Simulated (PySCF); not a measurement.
B(F)3(OMe2) (C2H6BF3O), SMILES CO(C)->B(F)(F)F (connectivity only; charge and spin as stated), neutral, multiplicity 1.

The structure is a stationary point at ωB97X-D3(BJ)/def2-SVP. The isomer is the one that the SMILES or the coordinates give; other isomers of the formula were not compared. Other conformers were not sampled.

These are TDA-B3LYP/def2-SVPD (PySCF) values and carry that method's errors.

Vertical excitations. The molecule is in vacuum. State labels are in the subgroup Cs.

```
state  symmetry  energy (eV)  λ (nm)      f                          main pairs
-----  --------  -----------  ------  -----  ----------------------------------
S1           A'         8.39     148  0.035                      HOMO→LUMO 96 %
S2           A'         8.99     138  0.014                    HOMO→LUMO+1 94 %
S3           A"         9.26     134  0.000                    HOMO→LUMO+2 99 %
S4           A"         9.52     130  0.001                    HOMO−1→LUMO 96 %
S5           A'         9.74     127  0.024                    HOMO→LUMO+3 90 %
S6           A'         9.92     125  0.008  HOMO−2→LUMO 68 %, HOMO→LUMO+4 22 %
S7           A"         9.96     125  0.000                    HOMO−3→LUMO 94 %
S8           A'        10.04     123  0.076  HOMO→LUMO+4 74 %, HOMO−2→LUMO 23 %
S9           A'        10.16     122  0.003                    HOMO−4→LUMO 91 %
S10          A"        10.17     122  0.001                  HOMO−1→LUMO+1 96 %
T1           A'         8.17     152      0    HOMO→LUMO 75 %, HOMO→LUMO+1 21 %
T2           A'         8.48     146      0    HOMO→LUMO+1 71 %, HOMO→LUMO 23 %
T3           A"         9.08     137      0                    HOMO→LUMO+2 94 %
T4           A"         9.48     131      0                    HOMO−1→LUMO 93 %
```
Triplets are in the Tamm–Dancoff approximation.
